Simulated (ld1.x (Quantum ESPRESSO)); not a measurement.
Which change was made? (Cl, TM)

* Element: chlorine
* Generator: ld1.x (Quantum ESPRESSO) 7.5
* Type: norm-conserving Troullier–Martins (Kleinman–Bylander form)
* Functional: PBE
* Relativity: scalar-relativistic
* Frozen core: [Ne]
* Valence charge: 7
* Reference configuration: 3s2 3p5
* Partial waves: 3s (bound): rc 1.30 bohr; 3p (bound): rc 1.00 bohr; 3d channel at 0.05 Ry: rc 1.35 bohr
* Local potential: the d channel
* Core correction: a·sin(br)/r model core, default radius (core density twice the valence density)

Cutoffs, loose and tight: the cutoffs (Ry, on a coarse ladder) from which the occupation-weighted sum of valence levels, in a spherical-Bessel basis at the reference potential, stays within 10 and 1 mRy of its value at 400 Ry. They do not see the model core or the augmentation charge, which bear on the density cutoff. Test errors are all-electron minus pseudo excitation energies from the reference, over the configurations 3s2 3p4; 3s2 3p3; 3s2 3p2; 3s2 3p4.5; 3s2 3p1; 3s1 3p5; 3s2 3p5.3; variants that change the core or the reference have their own tests.

The base gives: outcome: generated; cutoff, loose: 120 Ry; cutoff, tight: 200 Ry; bound ghosts: none; largest test error (meV): +304.

Problem. After one change the result is: outcome: generated; cutoff, loose: 120 Ry; cutoff, tight: 200 Ry; bound ghosts: none; largest test error (meV): +614. Which change was it?
A. wave 3s (bound): rc 1.30 bohr becomes 3s (bound): rc 0.90 bohr
B. wave 3s (bound): rc 1.30 bohr becomes 3s (bound): rc 1.60 bohr
C. wave 3s (bound): rc 1.30 bohr becomes 3s (bound): rc 1.92 bohr

Solution. C. The others give: wave 3s (bound): rc 1.30 bohr becomes 3s (bound): rc 0.90 bohr → outcome: generated; cutoff, loose: 140 Ry; cutoff, tight: 300 Ry; bound ghosts: none; largest test error (meV): +459 | wave 3s (bound): rc 1.30 bohr becomes 3s (bound): rc 1.60 bohr → outcome: generated; cutoff, loose: 120 Ry; cutoff, tight: 200 Ry; bound ghosts: none; largest test error (meV): +397.
